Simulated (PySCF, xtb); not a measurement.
B(H)3(HNMe2) (C2H10BN), SMILES [BH3]<-N(C)C (connectivity only; charge and spin as stated), neutral, multiplicity 1.

xtb 6.7.1 with GFN2-xTB at its own geometry gives an orbital gap of 9.46 eV and a dipole moment of 5.76 D.

Geometry: B3LYP-D3(BJ)/def2-SVP. The isomer is the one that the SMILES or the coordinates give; other isomers of the formula were not compared. Other conformers were not sampled.

Question: What does PBE/def2-TZVP in PySCF give? (An estimate is asked for; the answer gives what the named calculation found.)

Answer: gap 5.94 eV (levels -6.34 and -0.40 eV), dipole 5.13 D.
